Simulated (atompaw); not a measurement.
**argon PAW (atompaw): all-electron and pseudo phase curves**

| Item | Value |
| --- | --- |
| Element | argon |
| Generator | atompaw 4.2.0.5 |
| Type | PAW |
| Functional | PBE |
| Relativity | scalar-relativistic |
| Frozen core | [Ne] |
| Valence charge | 8 |
| Reference configuration | 3s2 3p4 (charge +2) |
| Partial waves | 3s (bound): rc 1.00 bohr; 3s channel at -3.1 Ry: rc 1.00 bohr; 3p (bound): rc 1.45 bohr; 3p channel at -0.25 Ry: rc 1.45 bohr |
| Local potential | vpsmatchnc scheme with l = 2 at 0.5 Ry, radius 1.15 bohr |
| Core correction | smooth core density matched at 0.90 bohr |
| Augmentation charge | sinc compensation charge, radius 1.05 bohr; PAW radius 1.45 bohr; waves and projectors: custom rrkj gramschmidtortho |

The phase is arctan(r·u′/u) with u = r·R(r), unwrapped; energies in Ry, scanned from -6 to 5 Ry. A pole is an energy at which the radial function vanishes at the test radius. The pseudo phase is shifted by a multiple of π to meet the all-electron one at the reference energy, and phase errors are pseudo minus all-electron; the curves can meet again beyond the range given. Levels narrower than the energy grid can be missing from the lists of poles.

```csv
channel,radius (bohr),reference energy (Ry),"poles, all-electron","poles, pseudo",unbroken range about the reference energy with phases within 0.05 rad,phase error 1 Ry above the reference energy (rad)
s,1.45,-3.72,0.64,0.64,the whole range,-0.000
p,1.45,-2.60,2.03,2.02,the whole range,-0.000
```

Note: ghost state, extra bound levels that the all-electron valence spectrum of the same l lacks: s at -272.6 eV. A true bound ghost makes a file unfit for plane-wave use.

Phases in the p channel:

```tsv
E (Ry)	all-electron	pseudo
-6.00	1.077	1.076
-5.76	1.048	1.048
-5.52	1.015	1.015
-5.28	0.976	0.976
-5.04	0.930	0.930
-4.80	0.875	0.875
-4.56	0.808	0.808
-4.32	0.727	0.726
-4.08	0.625	0.625
-3.84	0.498	0.498
-3.60	0.342	0.342
-3.36	0.154	0.154
-3.12	-0.059	-0.059
-2.88	-0.282	-0.282
-2.64	-0.494	-0.494
-2.40	-0.680	-0.680
-2.16	-0.835	-0.835
-1.92	-0.961	-0.961
-1.68	-1.061	-1.062
-1.44	-1.143	-1.143
-1.20	-1.210	-1.210
-0.96	-1.265	-1.265
-0.72	-1.311	-1.311
-0.48	-1.351	-1.351
-0.24	-1.385	-1.385
0.00	-1.414	-1.414
0.24	-1.440	-1.440
0.48	-1.463	-1.463
0.72	-1.484	-1.484
0.96	-1.503	-1.503
1.20	-1.520	-1.520
1.44	-1.536	-1.536
1.68	-1.551	-1.551
1.92	-1.565	-1.565
2.16	-1.578	-1.578
2.40	-1.590	-1.591
2.64	-1.602	-1.602
2.88	-1.613	-1.614
3.12	-1.624	-1.625
3.36	-1.635	-1.636
3.60	-1.645	-1.646
3.84	-1.655	-1.657
4.08	-1.665	-1.667
4.32	-1.675	-1.678
4.56	-1.685	-1.688
4.80	-1.695	-1.699
```
